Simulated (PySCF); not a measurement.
CH₃AlFI. Atoms are numbered in the order given.

```xyz
7

Al     0.1196    -1.2801     0.4444
F     -1.1014    -2.3385     0.0367
I     -0.1351     1.0404    -0.3815
C      1.6243    -1.8929     1.4981
H      2.3111    -1.0734     1.7579
H      2.1908    -2.6567     0.9385
H      1.2724    -2.3673     2.4295
```
Charge 0, spin multiplicity 1.

Geometry optimised at B3LYP-D3(BJ)/def2-SVP. The def2 effective core potentials stand for the cores of I; spin–orbit coupling is left out.

Method: r2SCAN/def2-TZVP (PySCF).

ESP charges are fitted to the potential on shells at 1.4 to 2.0 van der Waals radii. Atomic charges (e):

```
atom  ESP fit  Löwdin  Mulliken
----  -------  ------  --------
Al1      0.79   -0.19      0.71
F2      -0.39   -0.03     -0.35
I3      -0.22     ___     -0.21
C4      -0.65     ___     -0.57
H5       0.11     ___      0.15
H6       0.18     ___      0.14
H7       0.18     ___      0.14
```

### Question
Complete the blanks. (An estimate is asked for; the answer gives what the named calculation found.)

### Answer

- I3, Löwdin: 0.26
- C4, Löwdin: -0.48
- H5, Löwdin: 0.14
- H6, Löwdin: 0.15
- H7, Löwdin: 0.15
